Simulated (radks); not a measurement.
Results of a calculation; reference values are marked as such.
The mean radii <r> (bohr) of the occupied orbitals of an atom or ion are listed with their occupations. Code: a radial shooting solver on a logarithmic mesh with Libxc functionals. Model: Dirac Kohn-Sham, PBE, spin-unpolarised, spherical densities, finite nucleus; Fermi nuclear charge, rms radius of each element as measured or else 0.836 A^(1/3) + 0.57 fm.

| orbital | occ. | <r> |
|---|---|---|
| 1s1/2 | 2 | 0.02191 |
| 2s1/2 | 2 | 0.09275 |
| 2p1/2 | 2 | 0.07746 |
| 2p3/2 | 4 | 0.08430 |
| 3s1/2 | 2 | 0.2440 |
| 3p1/2 | 2 | 0.2336 |
| 3p3/2 | 4 | 0.2467 |
| 3d3/2 | 4 | 0.2187 |
| 3d5/2 | 6 | 0.2228 |
| 4s1/2 | 2 | 0.5528 |
| 4p1/2 | 2 | 0.5647 |
| 4p3/2 | 4 | 0.5942 |
| 4d3/2 | 4 | 0.6300 |
| 4d5/2 | 6 | 0.6404 |
| 5s1/2 | 2 | 1.332 |
| 5p1/2 | 2 | 1.489 |
| 5p3/2 | 4 | 1.581 |
| 4f5/2 | 3 | 0.8549 |
| 4f7/2 | 4 | 0.8670 |
| 5d3/2 | 0.4 | 2.341 |
| 5d5/2 | 0.6 | 2.390 |

Name the element and its charge. Open shells, if any, are shared by 2j + 1.

Answer. Z = 64, gadolinium, charge +2: Gd2+ in [Xe] 4f7 5d1. The 1s radius gives Z: for a bare nucleus <r> = (2 gamma + 1)/(2Z) with gamma = sqrt(1 - (Z/c)^2), 0.02163 bohr for Z = 64, and screening makes it slightly larger (0.02191 here). The occupations add up to 62, and the charge is Z minus that.
